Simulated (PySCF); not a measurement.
**C²⁺ (carbon, charge +2) across methods**

[He] 2s1 3s1, high-spin 3S determinant (an excited configuration). All numbers are calculated (PySCF 2.14, no relativity, point nucleus, in aug-cc-pVTZ (5s4p3d2f, 46 functions)).

| method | E (hartree) | mean ε 1s β (eV) | mean ε 2s α (eV) | mean ε 3s α (eV) | Σ⟨r²⟩ (bohr²) | ⟨S²⟩ |
| --- | --- | --- | --- | --- | --- | --- |
| LDA | -35.0763 | -317.81 | -48.595 | -15.661 | 16.06 | 2.000 |
| PBE0 | -35.4138 | -329.45 | -50.756 | -16.363 | 16.07 | 2.000 |
| PBE | -35.4041 | -320.54 | -48.897 | -15.745 | 15.94 | 2.000 |
| M06-L | -35.4381 | -324.98 | -49.185 | -15.669 | 16.25 | 2.000 |
| UHF | -35.38053 | -355.44 | -55.968 | -17.844 | 16.64 | 2.000 |
| r2SCAN | -35.4323 | -324.67 | -49.378 | -15.645 | 16.43 | 2.000 |
| B3LYP | -35.4515 | -328.29 | -50.416 | -16.127 | 16.04 | 2.000 |
| wB97M-V | -35.4777 | -332.58 | -52.940 | -17.947 | 15.86 | 2.000 |
| M06-2X | -35.4656 | -337.74 | -52.076 | -17.426 | 15.31 | 2.000 |

The outer electron is Rydberg-like, and this basis confines it to a smaller radius and binds it less than a complete one would.
